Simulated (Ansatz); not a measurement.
Reaction (redistribution): `NCBBr` + `[NH2][InH][NH2]` → `NBBr` + `N[CH2][InH][NH2]`

Program: Ansatz. Geometries: PBE0-D4/def2-TZVP. ΔE: electronic, gas phase. CCSD(T)/CBS is the MP2 limit (def2-TZVPP, def2-QZVPP) plus CCSD(T) − MP2 in def2-TZVPP, frozen cores. def2 core potentials past Kr. For Br, In outer-core shells are correlated without core-valence functions, which leaves a few kJ/mol of doubt a bond. Scalar relativity is left out up to krypton. Each species was taken in one conformer, which may not be the lowest.

| species | CCSD(T)/def2-TZVPP energy (Eh) |
| --- | --- |
| `NCBBr` | -2693.22524 |
| `[NH2][InH][NH2]` | -301.84189 |
| `NBBr` | -2654.05095 |
| `N[CH2][InH][NH2]` | -341.04891 |

Q: Work out ΔE.

A: ΔE = (-2654.05095) + (-341.04891) − (-2693.22524) − (-301.84189) = -0.03273 Eh = -85.9 kJ/mol. CCSD(T)/CBS gives -81.3 kJ/mol.

Largest T1 diagnostic among the species: 0.015.

From PBE to PBE0 (25 % exact exchange), in def2-TZVPP and without D4, ΔE moves by +4.3 kJ/mol. In def2-TZVPP, CCSD(T) changes the Hartree–Fock value by −8.1 kJ/mol (the triples alone add −1.4 kJ/mol) and MP2 by −8.5 kJ/mol.
